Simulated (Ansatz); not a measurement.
The cluster Bi₃, relaxed as a doublet with UKS PBE0-D4/def2-SVP in Ansatz, starting from the GFN1-xTB geometry. Force threshold 0.02 eV/Å.

In the def2 sets Bi takes a core potential; there is no spin–orbit coupling. The charge 0 doublet is spin-contaminated (final ⟨S²⟩ up to 0.89, 0.75 for a pure state). Another isomer (doublet) lies 1.81 eV lower at PBE0-D4/def2-TZVP; other spin states weren't run for this one.

Start:

```xyz
3

Bi   -0.0203    0.0095    0.0001
Bi    0.6361    1.3373   -2.2549
Bi   -0.6158   -1.3468    2.2548
```

| step | energy (eV) | largest force component (eV/Å) | SCF passes |
| --- | --- | --- | --- |
| 1 | -17522.1827 | 0.173 | 355 |
| 2 | -17522.1840 | 0.117 | 129 |
| 3 | -17522.1853 | 0.002 | 133 |

Force components are those of the run's own axes.

End:

```xyz
3

Bi   -0.0175    0.0083    0.0000
Bi    0.6382    1.3454   -2.2673
Bi   -0.6206   -1.3536    2.2673
```

By distances, no bond broke or formed. The bond that changes most is Bi1–Bi3, from 2.70 to 2.71 Å (atoms count from 1).

No frequencies were taken in this run, so the end may be a saddle point.

Hardware: 4 threads of Arm Neoverse V1 on a shared host. Wall time 53 s.
